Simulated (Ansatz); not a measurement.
Ansatz (a first-principles code) job for Sn(Cl)2(NH2)2 (Cl₂H₄N₂Sn), SMILES [NH2][Sn]([NH2])([Cl])[Cl], PBE-D3(BJ)/def2-SVP. 

Ansatz 0.2 input:
```yaml
crystal:
  periodic: [false, false, false]
  atoms:
    - {symbol: N, position_ang: [0.35994955, -1.61411492, -1.42685082]}
    - {symbol: Sn, position_ang: [0.00000000, -0.00000000, -0.26205092]}
    - {symbol: N, position_ang: [-0.35994954, 1.61411490, -1.42685084]}
    - {symbol: Cl, position_ang: [1.89402563, 0.15171485, 1.13456376]}
    - {symbol: Cl, position_ang: [-1.89402565, -0.15171485, 1.13456375]}
    - {symbol: H, position_ang: [-0.49481218, -1.95611076, -1.87063219]}
    - {symbol: H, position_ang: [0.74953741, -2.38265471, -0.87772288]}
    - {symbol: H, position_ang: [0.49481219, 1.95611075, -1.87063221]}
    - {symbol: H, position_ang: [-0.74953741, 2.38265471, -0.87772290]}
basis:
  gaussian:
    orbitals: def2-SVP
hamiltonian:
  xc: pbe
  dispersion: d3bj
relax: {f_tol: 0.002, max_steps: 200}
```

Output:

```
WARN ansatz: RAYON_NUM_THREADS=1 ignored (pool sized by the plan → 1); use --threads N
Functional definition: PBE
integrals: 0.06 GiB planned
1257 factors; their error is unknown
mean field: 0.31 GiB planned
mean field evaluation 1: about -33884.4702 eV, gradient 8.7e1 eV
mean field evaluation 2: about -33778.6536 eV, gradient 1.9e2 eV
mean field evaluation 4: about -33899.6566 eV, gradient 1.8e1 eV
mean field evaluation 8: about -33900.5175 eV, gradient 1.4e-1 eV
mean field evaluation 16: about -33900.4624 eV, gradient 3.2e-4 eV
mean field -33900.46244271 eV, -1245.8190162110 hartree, gradient 1.8e-5 eV, S^2 0.000000; 0 other end points of the search recorded, 0 dependent functions left out
the calculation of the forces begins
reference -33900.46248234 eV, -1245.8190176674 hartree; 37, 37 occupied and 73, 73 virtual orbitals, 1257 factors
relax step   1: F+E_penalty+E_count = -33900.69992700 eV  Δ(F+E_penalty+E_count) = +0.000e0 eV  max|allowed force component| = 2.681e-1 eV/Å  Δτ_max = 0.0000 Å  (30 SCF iters, accepted)
these checks for a lower state are left out or cut short: starts, cluster_reference, orbital_swaps, neighbouring_geometries, increment
integrals: 0.06 GiB planned
1257 factors; their error is unknown
mean field: 0.31 GiB planned
mean field -33900.47983253 eV, -1245.8196552749 hartree, gradient 2.5e-5 eV, S^2 0.000000; 0 other end points of the search recorded, 0 dependent functions left out
the calculation of the forces begins
reference -33900.47987228 eV, -1245.8196567356 hartree; 37, 37 occupied and 73, 73 virtual orbitals, 1257 factors
relax step   2: F+E_penalty+E_count = -33900.71493858 eV  Δ(F+E_penalty+E_count) = -1.501e-2 eV  max|allowed force component| = 1.279e-1 eV/Å  Δτ_max = 0.0253 Å  (29 SCF iters, accepted)
these checks for a lower state are left out or cut short: starts, cluster_reference, orbital_swaps, neighbouring_geometries, increment
integrals: 0.06 GiB planned
1257 factors; their error is unknown
mean field: 0.31 GiB planned
mean field evaluation 32: about -33900.4821 eV, gradient 4.1e-5 eV
mean field -33900.48206641 eV, -1245.8197373686 hartree, gradient 5.5e-6 eV, S^2 0.000000; 0 other end points of the search recorded, 0 dependent functions left out
the calculation of the forces begins
reference -33900.48210621 eV, -1245.8197388310 hartree; 37, 37 occupied and 73, 73 virtual orbitals, 1257 factors
relax step   3: F+E_penalty+E_count = -33900.71751272 eV  Δ(F+E_penalty+E_count) = -2.574e-3 eV  max|allowed force component| = 6.030e-2 eV/Å  Δτ_max = 0.0193 Å  (30 SCF iters, accepted)
these checks for a lower state are left out or cut short: starts, cluster_reference, orbital_swaps, neighbouring_geometries, increment
integrals: 0.06 GiB planned
1257 factors; their error is unknown
mean field: 0.31 GiB planned
mean field -33900.48251756 eV, -1245.8197539481 hartree, gradient 5.6e-6 eV, S^2 0.000000; 0 other end points of the search recorded, 0 dependent functions left out
the calculation of the forces begins
reference -33900.48255742 eV, -1245.8197554130 hartree; 37, 37 occupied and 73, 73 virtual orbitals, 1257 factors
relax step   4: F+E_penalty+E_count = -33900.71805026 eV  Δ(F+E_penalty+E_count) = -5.375e-4 eV  max|allowed force component| = 2.447e-2 eV/Å  Δτ_max = 0.0133 Å  (30 SCF iters, accepted)
these checks for a lower state are left out or cut short: starts, cluster_reference, orbital_swaps, neighbouring_geometries, increment
integrals: 0.06 GiB planned
1257 factors; their error is unknown
mean field: 0.31 GiB planned
mean field -33900.48253824 eV, -1245.8197547081 hartree, gradient 5.6e-6 eV, S^2 0.000000; 0 other end points of the search recorded, 0 dependent functions left out
the calculation of the forces begins
reference -33900.48257811 eV, -1245.8197561733 hartree; 37, 37 occupied and 73, 73 virtual orbitals, 1257 factors
relax step   5: F+E_penalty+E_count = -33900.71814476 eV  Δ(F+E_penalty+E_count) = -9.450e-5 eV  max|allowed force component| = 4.771e-3 eV/Å  Δτ_max = 0.0078 Å  (30 SCF iters, accepted)
these checks for a lower state are left out or cut short: starts, cluster_reference, orbital_swaps, neighbouring_geometries, increment
integrals: 0.06 GiB planned
1257 factors; their error is unknown
mean field: 0.31 GiB planned
mean field -33900.48256518 eV, -1245.8197556981 hartree, gradient 2.5e-5 eV, S^2 0.000000; 0 other end points of the search recorded, 0 dependent functions left out
the calculation of the forces begins
reference -33900.48260506 eV, -1245.8197571636 hartree; 37, 37 occupied and 73, 73 virtual orbitals, 1257 factors
relax step   6: F+E_penalty+E_count = -33900.71814909 eV  Δ(F+E_penalty+E_count) = -4.328e-6 eV  max|allowed force component| = 3.779e-3 eV/Å  Δτ_max = 0.0018 Å  (22 SCF iters, accepted)
these checks for a lower state are left out or cut short: starts, cluster_reference, orbital_swaps, neighbouring_geometries, increment
integrals: 0.06 GiB planned
1257 factors; their error is unknown
mean field: 0.31 GiB planned
mean field evaluation 64: about -33900.4826 eV, gradient 6.1e-6 eV
mean field -33900.48256777 eV, -1245.8197557932 hartree, gradient 6.1e-6 eV, S^2 0.000000; 0 other end points of the search recorded, 0 dependent functions left out
the calculation of the forces begins
reference -33900.48260765 eV, -1245.8197572586 hartree; 37, 37 occupied and 73, 73 virtual orbitals, 1257 factors
relax step   7: F+E_penalty+E_count = -33900.71815225 eV  Δ(F+E_penalty+E_count) = -3.157e-6 eV  max|allowed force component| = 5.039e-4 eV/Å  Δτ_max = 0.0006 Å  (22 SCF iters, accepted)
integrals: 0.06 GiB planned
1257 factors; their error is unknown
mean field: 0.31 GiB planned
mean field -33900.48256777 eV, -1245.8197557932 hartree, gradient 6.0e-6 eV, S^2 0.000000; 1 other end points of the search recorded, 0 dependent functions left out
the calculation of the forces begins
reference -33900.48260765 eV, -1245.8197572586 hartree; 37, 37 occupied and 73, 73 virtual orbitals, 1257 factors
Total energy: -33900.71819212 eV, -1245.8284148284 hartree
Atom 0 at     0.364305    -1.629758    -1.451831 Å, force    -0.000004    -0.000116    -0.000109 eV/Å
Atom 1 at    -0.000000    -0.000000    -0.269246 Å, force    -0.000000     0.000000    -0.000504 eV/Å
Atom 2 at    -0.364305     1.629758    -1.451831 Å, force     0.000004     0.000116    -0.000109 eV/Å
Atom 3 at     1.914729     0.169100     1.126476 Å, force     0.000063    -0.000108     0.000080 eV/Å
Atom 4 at    -1.914729    -0.169100     1.126476 Å, force    -0.000063     0.000108     0.000080 eV/Å
Atom 5 at    -0.523179    -1.982698    -1.839845 Å, force     0.000172     0.000246     0.000278 eV/Å
Atom 6 at     0.755184    -2.386679    -0.871845 Å, force     0.000002     0.000064     0.000003 eV/Å
Atom 7 at     0.523179     1.982698    -1.839845 Å, force    -0.000172    -0.000246     0.000278 eV/Å
Atom 8 at    -0.755184     2.386679    -0.871845 Å, force    -0.000002    -0.000064     0.000003 eV/Å
Dipole moment:    -0.000000     0.000000    -0.331957 e Å
```

Self-consistency was reached.
